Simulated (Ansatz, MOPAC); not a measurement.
Molecule: GeIF2, charge 0, multiplicity 2. SMILES: [F][Ge]([F])[I]

Atoms: F1, Ge2, F3, I4. Bonds: F1-Ge2, Ge2-F3, Ge2-I4.

Bond lengths (Å) and angles (degrees) optimised at AM1 with MOPAC; PM3 with MOPAC; PM6 with MOPAC; PM7 with MOPAC; HF/3-21G with Ansatz (a program for electronic structure); B3LYP/6-31G* with LANL2DZ past Ar with Ansatz, each started from the B3LYP-D3(BJ)/def2-TZVP structure (Ansatz) of the last column. A row stands for all coordinates that are equal there. 6-31G* holds six Cartesian d functions. No wavenumbers were computed at PM3, so these may be saddle points.

| coordinate | AM1 | PM3 | PM6 | PM7 | HF/3-21G | B3LYP/6-31G* with LANL2DZ past Ar | B3LYP-D3(BJ)/def2-TZVP |
|---|---|---|---|---|---|---|---|
| F1-Ge2 | 1.689 | 1.750 | 1.724 | 1.378 | 1.687 | 1.710 | 1.745 |
| Ge2-I4 | 2.530 | 2.803 | 2.564 | 2.168 | 2.686 | 2.704 | 2.572 |
| F1-Ge2-F3 | 98.2 | 93.6 | 100.3 | 115.4 | 101.1 | 103.6 | 102.3 |
| F1-Ge2-I4 | 118.5 | 133.2 | 124.3 | 122.3 | 111.6 | 109.9 | 109.6 |

Mean signed difference of all 3 bond lengths from B3LYP-D3(BJ)/def2-TZVP: AM1 -0.051 Å, PM3 0.080 Å, PM6 -0.016 Å, PM7 -0.380 Å, HF/3-21G -0.001 Å, B3LYP/6-31G* with LANL2DZ past Ar 0.021 Å.
